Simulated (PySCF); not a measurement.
Job file and geometry (Å, from GFN2-xTB) of an NMR shielding run on SMILES C[C@@H]([SiH2]P)[SiH2]C=O, C3H11OPSi2, PySCF 2.14.0, density-fitted response routines, GIAO PBE0/pcSseg-1 NMR shielding, non-relativistic, gas phase; density fitting, a coarse starting grid and PySCF grid level 2 are the driver's defaults:

```
$ OMP_NUM_THREADS=1 python probes_run.py task.json out

{"job": {"kind": "nmr", "xc": "PBE0", "basis": "pcSseg-1"}, "charge": 0, "multiplicity": 1}
C     -0.251722     1.638753    -1.094037
C     -0.242824     0.239413    -0.475581
Si     1.271897     0.039821     0.685227
P      3.069890     0.344255    -0.625484
Si    -1.895138    -0.164651     0.358394
C     -1.865924    -2.022561     0.833087
O     -0.886637    -2.720635     0.757831
H     -1.033414     1.729994    -1.846593
H      0.704517     1.856027    -1.571265
H     -0.429857     2.395958    -0.333090
H     -0.106605    -0.482619    -1.289727
H      1.271494     1.137126     1.665464
H      1.266809    -1.237052     1.397115
H      3.108258    -0.958882    -1.090201
H      3.991084     0.078174     0.369991
H     -3.041828     0.013049    -0.541899
H     -2.122204     0.590780     1.593576
H     -2.816557    -2.470632     1.195535
```

**Question.** What does the program print?

**Answer.** 
```
coarse grid: 16040 points
cycle   1  E = -1115.6414139032  dE =  4.865e-01  |g| = 7.684e-01  |ddm| = 3.738e+00
cycle   2  E = -1115.2270620472  dE =  4.144e-01  |g| = 1.619e+00  |ddm| = 1.997e+00
cycle   3  E = -1115.7624037744  dE = -5.353e-01  |g| = 1.337e-01  |ddm| = 1.540e+00
cycle   4  E = -1115.7654681591  dE = -3.064e-03  |g| = 7.585e-02  |ddm| = 1.703e-01
cycle   5  E = -1115.7668161143  dE = -1.348e-03  |g| = 1.402e-02  |ddm| = 7.292e-02
cycle   6  E = -1115.7668629515  dE = -4.684e-05  |g| = 4.926e-03  |ddm| = 1.800e-02
cycle   7  E = -1115.7668684629  dE = -5.511e-06  |g| = 1.079e-03  |ddm| = 5.368e-03
final grid: 139704 points
cycle   8  E = -1115.8172847946  dE = -1.268e-05  |g| = 1.224e-02  |ddm| = 2.748e-02
cycle   9  E = -1115.8172099142  dE =  7.488e-05  |g| = 2.330e-02  |ddm| = 2.226e-02
cycle  10  E = -1115.8173135066  dE = -1.036e-04  |g| = 2.323e-03  |ddm| = 1.526e-02
cycle  11  E = -1115.8173147273  dE = -1.221e-06  |g| = 2.634e-04  |ddm| = 1.983e-03
cycle  12  E = -1115.8173147425  dE = -1.520e-08  |g| = 1.190e-04  |ddm| = 3.958e-04
cycle  13  E = -1115.8173147461  dE = -3.615e-09  |g| = 2.191e-05  |ddm| = 1.240e-04
cycle  14  E = -1115.8173147462  dE = -1.219e-10  |g| = 6.434e-06  |ddm| = 3.159e-05
converged SCF energy = -1115.8173147462

GIAO shielding tensors (ppm)
atom      isotropic    diamagn.    paramagn.     s11        s22        s33       span
  0 C      174.272     247.067     -72.795    164.468    170.627    187.720     23.252
  1 C      188.144     257.417     -69.273    181.946    183.992    198.493     16.547
  2 Si     387.513     882.040    -494.527    344.667    377.370    440.501     95.835
  3 P      631.334     967.959    -336.624    552.885    615.185    725.933    173.048
  4 Si     399.486     882.326    -482.839    350.630    373.932    473.897    123.267
  5 C      -60.053     253.223    -313.276   -190.903    -85.881     96.624    287.528
  6 O     -612.257     404.230   -1016.488  -1693.768   -557.870    414.866   2108.634
  7 H       30.450      30.018       0.431     25.146     27.934     38.270     13.124
  8 H       29.711      30.154      -0.443     22.934     30.361     35.838     12.904
  9 H       30.964      30.647       0.317     27.100     28.222     37.570     10.470
 10 H       31.517      35.045      -3.528     28.092     28.984     37.474      9.382
 11 H       27.695      30.937      -3.242     23.976     26.570     32.539      8.563
 12 H       26.627      31.292      -4.665     22.081     25.844     31.956      9.875
 13 H       30.672      30.892      -0.220     25.141     27.767     39.107     13.966
 14 H       30.767      29.663       1.104     25.278     27.012     40.011     14.732
 15 H       27.235      30.158      -2.923     23.461     25.510     32.735      9.274
 16 H       27.457      30.329      -2.872     23.963     26.416     31.991      8.028
 17 H       19.343      26.046      -6.703     13.777     19.873     24.378     10.602
```

**Question.** Turn these shieldings into chemical shifts. Referencing at the same level of theory: TMS for 13C (σref 186.93), 29Si (σref 349.16), 1H (σref 31.72); 31P (σref 318.38) against H3PO4; 17O (σref 336.08) against H2O.

**Answer.** Averaging equivalent atoms: C 5: 247.0; C 0: 12.7; C 1: -1.2; Si 2: -38.4; Si 4: -50.3; P 3: -313.0; O 6: 948.3; H 17: 12.37; H 12: 5.09; H 15: 4.48; H 16: 4.26; H 11: 4.02; H 7/8/9: 1.34; H 13/14: 1.00; H 10: 0.20 ppm. Unscaled 17O shifts of doubly bonded oxygen tend to come out too high, by tens of ppm or more. Experimental scales use liquid or dissolved standards, which lie at an offset from isolated H2O (liquid H2O: subtract about 36 ppm) and H3PO4.

Size and cost of the density-fitted run: 195 basis functions, 48 s wall time on 1 thread of an Arm Neoverse V1, shared host; peak memory 0.88 GiB.
